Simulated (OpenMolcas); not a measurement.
A run on Pd4+ among 4 point charges of -1 e arranged as a tetrahedron (Td), 1.92 Å from the ion.

| Quantity | Value |
| --- | --- |
| Program | OpenMolcas 26.06 |
| Method | CASSCF |
| Basis | ANO-RCC-VDZP [6s5p3d1f] |
| Scalar Hamiltonian | DKH2, point nucleus |
| Active space | 6 electrons in 5 orbitals (4d) |
| State averaging | 2S+1 = 5 even, 5 roots; 2S+1 = 3 even, 45 roots; 2S+1 = 1 even, 50 roots |
| Spin-orbit coupling | state interaction with AMFI integrals over the reference wave functions |

43 basis functions. Blocks (2S+1, parity, CSFs, roots kept): 5, even, 5, 5; 3, even, 45, 45; 1, even, 50, 50.

How long do the RASSCF and RASSI steps take on 1 thread of AMD EPYC 9B45 (Zen 5) (shared host)?

About 13 s of wall time, without the integral step.
